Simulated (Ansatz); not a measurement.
The cluster Ag3H4. Total charge 0; doublet. Geometry PBE0-D4/def2-TZVP, basis def2-TZVP, Ansatz.

```
atom   x (Å)   y (Å)   z (Å)
 Ag1   0.863  -0.322  -1.792
 Ag2  -0.584   0.122   0.441
 Ag3   2.262  -0.166   0.504
  H4  -0.854  -0.093  -1.416
  H5  -2.401   0.452   1.569
  H6  -1.858   0.460   2.110
  H7   2.570  -0.452  -1.415
```

```tsv
run	HOMO (eV)	LUMO (eV)
A	-5.88	0.65
B	-4.08	-3.58
C	-4.20	-3.27
D	-4.76	-2.45
E	-5.07	-1.87
F	-4.42	-2.94
```

In the def2 sets Ag takes a core potential; there is no spin–orbit coupling. In the doublet, H5 and H6 lie 0.77 Å apart (atoms count from 1), so H2 has formed as a molecule. The structure comes from a short search, and lower isomers may exist.

HOMO and LUMO are taken over both spins.

Problem. The runs used BHLYP, HF, PBE, r2SCAN, r2SCAN0, r2SCANh. Estimate which is which.

Solution. A HF (100 % exact exchange); B PBE (0 % exact exchange); C r2SCAN (0 % exact exchange); D r2SCAN0 (25 % exact exchange); E BHLYP (50 % exact exchange); F r2SCANh (10 % exact exchange). Exact exchange lowers occupied and raises empty levels; among semilocal functionals meta-GGAs tend to open the gap a little, and such runs are hard to tell apart. The gap grows from 0.50 eV (PBE) to 6.53 eV (HF).
